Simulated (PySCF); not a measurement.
Trends in electronic spectra. Level of theory: TDDFT PBE0/def2-SVPD, vertical, gas phase, core orbitals frozen in the response (PySCF). Geometries: GFN2-xTB; one conformer of each isolated species. Triplets are in the Tamm–Dancoff approximation.

Question: Rank by computed lowest singlet excitation energy, lowest first.
A. `ClC(Cl)[C@H]1CO1`
B. `C1C(=O)C=C(S[SiH3])C1=O`
C. `CC1=C(C)P1CC#N`
D. `[H]/N=C1\C=C(C(F)F)CC1`
E. `CC/C=C/S(C)(=O)=O`

Answer: B (3.00 eV), D (4.36 eV), C (5.39 eV), E (6.00 eV), A (6.78 eV).

```csv
SMILES,S1 (eV),LUMO (eV),f (S1),first f ≥ 0.01 (nm),gap (eV),HOMO (eV),S1 mainly
O=C1C=C(S[SiH3])C(=O)C1,3.00,-3.15,0.000,333,4.27,-7.42,H-1→L (97%)
[H]/N=C1\C=C(C(F)F)CC1,4.36,-1.61,0.003,214,5.95,-7.56,H→L (98%)
CC1=C(C)P1CC#N,5.39,-0.09,0.002,215,6.70,-6.79,H→L (88%)
CC/C=C/S(C)(=O)=O,6.00,-0.93,0.006,193,7.30,-8.23,H→L (74%)
ClC(Cl)[C@H]1CO1,6.78,-0.30,0.005,175,8.13,-8.43,H→L (88%)
```

H and L stand for HOMO and LUMO.
